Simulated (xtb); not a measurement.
SnH3I, SMILES [SnH3][I]. All values are semi-empirical tight-binding results from xtb (GFN2-xTB unless named), good for trends rather than for accurate numbers. Geometry: GFN2-xTB.

For metal compounds this method's bond lengths and energies can be far off.

- point group as xtb finds it = C3v
- orbital gap = 4.67 eV
- zero-point energy = 11.6 kcal/mol
- G − E(el) at 298.15 K (modified RRHO) = -6.2 kcal/mol
